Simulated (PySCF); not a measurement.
# Energy of Zr⁺ (zirconium, charge +1) between two integer charges

The 5s alpha orbital of [Kr] 4d2 5s1 is emptied in steps (occupation f), with all orbitals relaxed, ending at [Kr] 4d2. Calculation: PySCF 2.14, in aug-cc-pVTZ-PP with ECP28MDF (6s6p5d3f2g, 88 functions); a scalar-relativistic core potential. The exact energy is a straight line in f; departures are measured from the line between the end points of the same method.

| f | UHF (eV) |
| --- | --- |
| 1 | 0.000 |
| 0.9 | 0.013 |
| 0.7 | 0.030 |
| 0.5 | 0.035 |
| 0.3 | 0.029 |
| 0.1 | 0.012 |
| 0 | 0.000 |

| method | E(f=0) − E(f=1) (eV) | −ε at f=1 (eV) | −ε at f=0.5 (eV) |
| --- | --- | --- | --- |
| UHF | 12.274 | 12.425 | 12.269 |

Orbital energy along the path (eV):

```csv
f,UHF
1,-12.425
0.9,-12.391
0.7,-12.328
0.5,-12.269
0.3,-12.215
0.1,-12.165
0,-12.142
```

Reference removal energy between the ground levels: 13.13 eV (measured; NIST Atomic Spectra Database, ionization energies). The calculation has no spin-orbit coupling. UHF lacks correlation.
